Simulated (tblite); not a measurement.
Species: C₄H₁₀AlClS.
SMILES with atom numbers: `[CH3:1][AlH2-:2][S@+:3]([CH3:4])/[CH:5]=[CH:6]/[Cl:7]` (hydrogens: H8, H9, H10 on C1; H11, H12 on Al2; H13, H14, H15 on C4; H16 on C5; H17 on C6)
Bond orders are those of one Lewis drawing.

Computed with GFN2-xTB (tblite), gas phase: L-BFGS steps from a force-field or distance-geometry start until the largest atomic force falls under 0.01 eV/Å.

Step 160: E = -612.1897 eV
```
atom  x, y, z in Å  |  force x, y, z in eV/Å
C1     -2.2583    1.1373   -0.2330   -0.028   0.018   0.032
Al2    -1.3539   -0.5768    0.2190   -0.057  -0.019  -0.015
S3      0.7794   -0.4071   -1.0982    0.000   0.007   0.040
C4      1.2926   -2.0683   -0.5885    0.024   0.005   0.000
C5      1.4062    0.5116    0.2648    0.018   0.102   0.022
C6      1.2223    1.8210    0.3987   -0.008  -0.134  -0.030
Cl7     1.9033    2.6862    1.7111   -0.014   0.011  -0.006
H8     -1.8891    1.7086   -1.0944   -0.031  -0.006   0.002
H9     -2.2988    1.8390    0.6113    0.032  -0.015  -0.021
H10    -3.3082    0.8978   -0.4554    0.025   0.028  -0.040
H11    -0.6108   -0.7880    1.5848    0.040  -0.055   0.003
H12    -1.7025   -1.9356   -0.4829    0.028   0.025   0.019
H13     0.7041   -2.3886    0.2740   -0.033   0.023  -0.012
H14     2.3536   -2.0577   -0.3584    0.008   0.003  -0.009
H15     1.1063   -2.7241   -1.4330   -0.024  -0.024   0.004
H16     1.9851   -0.0666    0.9696   -0.007   0.068  -0.023
H17     0.6618    2.4236   -0.2998    0.028  -0.039   0.033
```

Step 161: E = -612.1914 eV
```
atom  x, y, z in Å  |  force x, y, z in eV/Å
C1     -2.2551    1.1403   -0.2294    0.064   0.004  -0.023
Al2    -1.3536   -0.5737    0.2221   -0.015  -0.052   0.017
S3      0.7808   -0.4074   -1.0929    0.015  -0.009  -0.007
C4      1.2933   -2.0716   -0.5888    0.026  -0.014   0.009
C5      1.4112    0.5140    0.2662   -0.018   0.047  -0.039
C6      1.2093    1.8184    0.4061    0.012  -0.102  -0.033
Cl7     1.8708    2.6970    1.7170    0.014   0.015   0.017
H8     -1.8779    1.7017   -1.0926   -0.013  -0.003  -0.059
H9     -2.2880    1.8522    0.6011    0.005   0.041   0.098
H10    -3.3023    0.9078   -0.4550   -0.065   0.007  -0.044
H11    -0.5998   -0.8024    1.5833    0.013  -0.035  -0.016
H12    -1.7026   -1.9256   -0.4892    0.017   0.009   0.015
H13     0.7149   -2.3850    0.2834   -0.022   0.028  -0.014
H14     2.3592   -2.0706   -0.3737   -0.048   0.011  -0.032
H15     1.0844   -2.7301   -1.4277    0.004   0.019   0.030
H16     2.0012   -0.0602    0.9581    0.058  -0.007   0.092
H17     0.6472    2.4076   -0.2980   -0.047   0.041  -0.011
```

Step 162: E = -612.1921 eV
```
atom  x, y, z in Å  |  force x, y, z in eV/Å
C1     -2.2587    1.1418   -0.2312    0.015   0.024  -0.003
Al2    -1.3513   -0.5685    0.2274   -0.013  -0.028   0.019
S3      0.7823   -0.4066   -1.0891    0.033  -0.004   0.007
C4      1.2897   -2.0735   -0.5886    0.011   0.008   0.009
C5      1.4236    0.5145    0.2660    0.027  -0.016   0.001
C6      1.2083    1.8159    0.4124   -0.011  -0.055  -0.049
Cl7     1.8797    2.6965    1.7184    0.002   0.011  -0.009
H8     -1.8792    1.6998   -1.0958   -0.012  -0.004  -0.049
H9     -2.3078    1.8615    0.5943    0.007  -0.006   0.049
H10    -3.3030    0.8969   -0.4677   -0.010   0.020  -0.024
H11    -0.5902   -0.7977    1.5842    0.008  -0.036  -0.013
H12    -1.7036   -1.9180   -0.4847    0.013  -0.003   0.013
H13     0.7050   -2.3904    0.2768   -0.039   0.024   0.019
H14     2.3530   -2.0783   -0.3663   -0.015   0.024  -0.029
H15     1.0839   -2.7261   -1.4310   -0.001  -0.012  -0.009
H16     2.0344   -0.0572    0.9476   -0.015   0.056   0.017
H17     0.6268    2.4016   -0.2827    0.001  -0.004   0.050
```

**Question.** Estimate the geometry and energy of step 163. (The exact step hangs on the optimiser's Hessian estimate; all steps are aligned on step 162, rigid shifts and turns removed.)

**Answer.** E = -612.1926 eV, largest force 0.046 eV/Å
```
atom  x, y, z in Å  |  force x, y, z in eV/Å
C1     -2.2567    1.1415   -0.2312   -0.007   0.022   0.015
Al2    -1.3511   -0.5705    0.2259   -0.015  -0.015   0.022
S3      0.7824   -0.4069   -1.0901    0.032   0.001  -0.006
C4      1.2902   -2.0727   -0.5888   -0.004  -0.002   0.012
C5      1.4213    0.5142    0.2655    0.003  -0.001  -0.014
C6      1.2088    1.8158    0.4098   -0.018  -0.011  -0.028
Cl7     1.8791    2.6956    1.7181   -0.003   0.003  -0.018
H8     -1.8783    1.6998   -1.0961   -0.011   0.001  -0.044
H9     -2.3037    1.8597    0.5970    0.012  -0.019   0.024
H10    -3.3026    0.8987   -0.4656    0.007   0.023  -0.021
H11    -0.5902   -0.7992    1.5827    0.008  -0.036  -0.010
H12    -1.7016   -1.9208   -0.4840    0.010  -0.008   0.007
H13     0.7042   -2.3874    0.2768   -0.028   0.018   0.019
H14     2.3536   -2.0781   -0.3673   -0.014   0.024  -0.025
H15     1.0829   -2.7260   -1.4302    0.001  -0.013  -0.010
H16     2.0256   -0.0552    0.9521    0.021   0.018   0.037
H17     0.6289    2.4036   -0.2847    0.006  -0.006   0.040
```

The energy changes by -0.0005 eV. The first-order estimate −F·Δx gives -0.0007 eV and the mean of the old and new forces, exact on a quadratic surface, -0.0005 eV. The step makes an angle of 73° with the force vector and moves no atom by more than 0.010 Å.

What follows is the cost of the whole relaxation. The run took 2.9 s on one thread of an Arm Neoverse N1, shared host.
